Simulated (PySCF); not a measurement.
**How methods differ on the fine-structure interval of Br²²⁺**

Br²²⁺ [Ne] 3s2 3p1 [3p1/2^1, M_J = 1/2] → Br²²⁺ [Ne] 3s2 3p1 [3p3/2^1, M_J = 3/2], as a difference of total energies. All numbers are calculated (PySCF 2.14, the two-component X2C-1e Hamiltonian, in an uncontracted even-tempered set (19 s from 2.7 bohr⁻², ratio 2.4; 13 p from 3.5 bohr⁻², ratio 2.4; 5 d from 13 bohr⁻², ratio 2.6; 4 f from 20 bohr⁻², ratio 2.6)). Correlated levels: 1s2 frozen; the 50 highest virtual spinors dropped. "Screened" scales the spin-orbit matrix elements by Boettger's factors to mimic the two-electron term; Breit and QED terms are absent.

```json
{"method": "GHF (screened spin-orbit)", "fine-structure interval (cm⁻¹)": "89552"}
{"method": "GMP2 (screened spin-orbit)", "fine-structure interval (cm⁻¹)": "88078"}
{"method": "GHF (bare spin-orbit)", "fine-structure interval (cm⁻¹)": "95020"}
```
